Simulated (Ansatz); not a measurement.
C₂H₆SSi, SMILES `C=C[SiH2]S`, relaxed with RKS PBE0-D4/def2-TZVP in Ansatz 0.2.0 from a PBE-D4/def2-SVP geometry. The force threshold is 0.005 eV/Å; the program also tests the step.

The species carries charge 0 and has multiplicity 1.

Start:

```xyz
10

C     0.164    1.380   -1.107
C     0.425    0.093   -0.796
Si    0.323   -0.568    0.954
S    -1.154   -2.144    1.128
H    -0.106    2.122   -0.335
H     0.214    1.757   -2.144
H     0.684   -0.609   -1.610
H     0.032    0.591    1.871
H     1.594   -1.251    1.376
H    -2.176   -1.371    0.663
```

| step | energy (eV) | largest force (eV/Å) | largest move (Å) |
| --- | --- | --- | --- |
| 1 | -20876.6774 | 0.526 | 0.000 |
| 2 | -20876.7225 | 0.169 | 0.032 |
| 3 | -20876.7234 | 0.146 | 0.021 |
| 4 | -20876.7260 | 0.051 | 0.018 |
| 5 | -20876.7262 | 0.015 | 0.005 |
| 6 | -20876.7263 | 0.006 | 0.001 |
| 7 | -20876.7263 | 0.011 | 0.014 |
| 8 (rejected) | -20876.7262 | 0.019 | 0.008 |
| 9 | -20876.7263 | 0.003 | 0.004 |

End:

```xyz
10

C     0.173    1.363   -1.091
C     0.415    0.087   -0.799
Si    0.316   -0.560    0.936
S    -1.137   -2.120    1.127
H    -0.085    2.085   -0.320
H     0.222    1.745   -2.107
H     0.663   -0.598   -1.607
H     0.011    0.588    1.830
H     1.577   -1.219    1.362
H    -2.155   -1.372    0.669
```

Hardware: 2 threads of an Arm Neoverse V1 on a shared host. Wall time 46 s, peak host memory 0.39 GiB.
